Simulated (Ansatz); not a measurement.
The cluster In2N. Total charge 0; doublet. Geometry PBE-D4/def2-TZVP.

```xyz
3

In    1.797    0.790    0.311
In   -1.799   -0.786   -0.308
N     0.002   -0.004   -0.003
```

In the def2 sets In takes a core potential; there is no spin–orbit coupling. The structure comes from a short search, and lower isomers may exist.

(1) Estimate the α-spin orbital energies around the gap (eV) in Ansatz with HF/def2-TZVP, PBE-D4/def2-TZVPD, r2SCAN-D4/def2-TZVP, PBE0-D4/def2-TZVPD, BHLYP-D4/def2-TZVP.

## Answers

(1) 
```
orbital  HF/def2-TZVP  PBE-D4/def2-TZVPD  r2SCAN-D4/def2-TZVP  PBE0-D4/def2-TZVPD  BHLYP-D4/def2-TZVP
 HOMO−9        -26.96             -18.02               -18.59              -20.50              -22.70
 HOMO−8        -26.89             -18.02               -18.59              -20.50              -22.65
 HOMO−7        -26.88             -17.98               -18.55              -20.46              -22.63
 HOMO−6        -26.82             -17.98               -18.55              -20.46              -22.58
 HOMO−5        -25.22             -15.72               -16.54              -18.10              -20.89
 HOMO−4        -14.29              -9.45                -9.78              -10.79              -12.14
 HOMO−3        -12.64              -6.91                -7.18               -7.78               -9.71
 HOMO−2        -10.69              -5.14                -5.37               -6.23               -8.29
 HOMO−1         -9.05              -5.14                -5.37               -6.23               -8.21
   HOMO         -7.37              -5.04                -5.37               -6.00               -6.30
   LUMO          0.93              -1.92                -1.73               -1.25               -0.63
 LUMO+1          0.96              -1.92                -1.73               -1.25               -0.54
 LUMO+2          1.07              -1.24                -0.97               -0.59               -0.35
 LUMO+3          1.19              -1.24                -0.97               -0.59               -0.10
 LUMO+4          2.11              -0.28                 0.31                0.26                0.86
 LUMO+5          2.63               0.04                 1.73                0.43                1.59
 β HOMO         -7.13              -4.95                -5.13               -5.94               -6.10
 β LUMO         -0.09              -4.21                -4.01               -3.42               -2.42
```
